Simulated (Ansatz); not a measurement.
C2H4AlN (`C=C=[N][AlH2]`), charge 0, multiplicity 1.

Question: Give a relaxed structure at PBE0-D4/def2-TZVP (Ansatz 0.2.0). (Estimate.)

Answer: The calculation gave: 
Cartesian coordinates in Å:
```
C 0.2686 0.2178 -2.0964
C 0.1029 0.0830 -0.7998
N -0.0480 -0.0397 0.3805
Al -0.2722 -0.2207 2.1247
H -0.5871 0.1995 -2.7562
H 1.2606 0.3473 -2.5049
H -1.7513 -0.4036 2.6360
H 1.0265 -0.1836 3.0162
```
Point group C2v.
